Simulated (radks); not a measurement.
The numbers below are computed, except where a source is named.
Question: Isoelectronic series with 33 electrons, each ion in its NIST ground configuration. Level of theory: scalar-relativistic Kohn-Sham, PBE, spin-unpolarised, spherical densities, finite nucleus; Fermi nuclear charge, rms radius of each element as measured or else 0.836 A^(1/3) + 0.57 fm (a radial shooting solver on a logarithmic mesh with Libxc functionals). Total energies (hartree) and mean radii <r> (bohr):

ion        configuration  E (hartree)      4p      4s      3d      3p
As     [Ar] 3d10 4s2 4p3  -2260.79156   2.555   1.939  0.6783  0.6172
Kr3+   [Ar] 3d10 4s2 4p3  -2787.42870   1.663   1.465  0.5535  0.5400
Mo9+   [Ar] 3d10 4s2 4p3  -4024.71925   1.084   1.018  0.4112  0.4285
Rh12+  [Ar] 3d10 4s2 4p3  -4736.52239  0.9338  0.8886  0.3656  0.3877
Cd15+  [Ar] 3d10 4s2 4p3  -5511.51589  0.8225  0.7896  0.3294  0.3537
Sb18+  [Ar] 3d10 4s2 4p3  -6350.68684  0.7359  0.7107  0.2999  0.3250
Xe21+  [Ar] 3d10 4s2 4p3  -7255.13939  0.6663  0.6462  0.2753  0.3004
La24+  [Ar] 3d10 4s2 4p3   -8226.1168  0.6089  0.5923  0.2545  0.2791
Nd27+  [Ar] 3d10 4s2 4p3   -9264.9921  0.5607  0.5465  0.2366  0.2605
Eu30+  [Ar] 3d10 4s2 4p3  -10373.2473  0.5196  0.5069  0.2211  0.2442
Tm36+  [Ar] 3d10 4s2 4p3  -12804.9573  0.4528  0.4419  0.1954  0.2166
Hf39+  [Ar] 3d10 4s2 4p3  -14132.2575  0.4253  0.4148  0.1846  0.2048

Estimate the row of Dy33+ ([Ar] 3d10 4s2 4p3).

Answer: E (hartree) -11552.6063; 4p 0.4840; 4s 0.4724; 3d 0.2075; 3p 0.2296.
